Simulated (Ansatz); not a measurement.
System: TlI, net charge 1, doublet state. 
Geometry from a B3LYP-D3(BJ)/def2-TZVP (Ansatz, a program for electronic structure) optimisation:
```xyz
2

Tl     0.0000     0.0000    -1.3523
I      0.0000     0.0000     2.0668
```
Charge +1, spin multiplicity 2.

Basis-set convergence of Hartree-Fock and CCSD correlation energies (hartree) with Ansatz. Cores are frozen in the correlated levels unless marked. Open shells are spin-unrestricted. No spin-orbit coupling. The frozen core is the preceding noble-gas configuration, with the filled d and f shells of earlier blocks. In def2 rows, elements after Kr have scalar-relativistic effective core potentials.

```
basis        functions       E(HF)  E(corr, CCSD)
-----------  ---------  ----------  -------------
def2-SVPD           67  -467.98754       -0.12389
def2-TZVPPD        115  -467.99701       -0.16333
def2-QZVPPD        179  -467.99854       -0.18027
```

Extrapolating the two largest sets (X = 3 and 4) as X^-3: E(corr) = (64·(-0.18027) - 27·(-0.16333))/37 = -0.1926 Eh, an estimate of the basis-set limit. The largest set recovers 93.6 % of it, the smallest 64.3 %.
